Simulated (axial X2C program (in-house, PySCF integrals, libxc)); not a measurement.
**Ionising VF**

Computed with an in-house relativistic program for diatomic molecules, spin-free (one-electron X2C) or two-component (2c: spin–orbit coupling with atomic mean-field Coulomb and Gaunt terms, which also bring small scalar terms), in Dyall basis sets with cores contracted in-house; open shells are unrestricted.

Basis sets: F dyall-av3z, V dyall-cv3z. Frozen shells (counts by l): VF V 3s2p, F 1s, 12 electrons correlated; VF⁺ V 3s2p, F 1s, 11 electrons correlated. Coupled cluster in natural virtuals with an MP2 remainder. Where the outer core of a metal is frozen, bonds come out longer and ionisation energies lower.

```csv
Hamiltonian,level,VF state,Re (Å),ωe (cm⁻¹),De (eV)
spin-free,HF,"M_S = 2, Λ = 1",1.814,675.6,3.67
spin-free,PBE0,"M_S = 2, Λ = 1",1.768,692.9,n/a
spin-free,MP2,"M_S = 2, Λ = 1",1.796,671.6,5.53
spin-free,CCSD,"M_S = 2, Λ = 1",1.796,682.7,5.12
spin-free,CCSD(T),"M_S = 2, Λ = 1",1.794,683.7,5.26
2c,HF,Ω = 1,1.814,675.6,n/a
2c,PBE0,Ω = 1,1.768,692.8,n/a
2c,MP2,Ω = 1,1.796,671.6,n/a
2c,CCSD,Ω = 1,1.796,684.1,n/a
```

Adiabatic ionisation energy (minimum to minimum, no zero-point term) and constants of VF⁺:

| Hamiltonian | level | VF⁺ state | IE (eV) | Re (Å) | ωe (cm⁻¹) | De (eV) | fragments |
| --- | --- | --- | --- | --- | --- | --- | --- |
| spin-free | HF | M_S = 3/2, Λ = 1 | 6.91 | 1.748 | 790.0 | 2.85 | V+ + F |
| spin-free | PBE0 | M_S = 3/2, Λ = 1 | 7.53 | 1.710 | 811.4 | 4.67 | V+ + F |
| spin-free | MP2 | M_S = 3/2, Λ = 1 | 7.10 | 1.738 | 778.5 | 4.94 | V+ + F |
| spin-free | CCSD | M_S = 3/2, Λ = 1 | 7.23 | 1.739 | 788.4 | 4.62 | V+ + F |
| spin-free | CCSD(T) | M_S = 3/2, Λ = 1 | 7.21 | 1.739 | 787.2 | 4.82 | V+ + F |
| 2c | HF | Ω = 1/2 | 6.91 | 1.748 | 789.9 | n/a | V+ + F |
| 2c | PBE0 | Ω = 1/2 | 7.53 | 1.710 | 811.4 | n/a | V+ + F |
| 2c | MP2 | Ω = 1/2 | 7.10 | 1.738 | 778.5 | n/a | V+ + F |
| 2c | CCSD | Ω = 1/2 | 7.22 | 1.739 | 789.2 | n/a | V+ + F |

**Question.** Add the zero-point terms to the ionisation energy at CCSD, 2c, and say whether the electron removed was bonding.

**Answer.** IE0 = IE + (ωe⁺ − ωe)/2 = 7.22 + (0.007) = 7.23 eV. Re changes by -0.057 Å, so the bond shortens, as on loss of an antibonding or a polarising non-bonding electron.

Each entry is the lowest single determinant of a limited PBE0 search at one distance. De goes to single-determinant-based atoms at the same level (for ions the charge split of lowest energy) and is withheld (n/a) where an atom does not fit its ground term or J level. Main or longest-lived isotopes. One determinant is a doubtful description, or other states lie close, for VF, VF⁺; these need not be ground states, and all values refer to the states named. Some open-shell Ω = 0 determinants are out of reach, so the Ω given for VF need not be the lowest component. With several unpaired electrons the Ω given is that of one determinant, not necessarily of the lowest component. The functionals have no current term, which raises determinants with orbital currents.
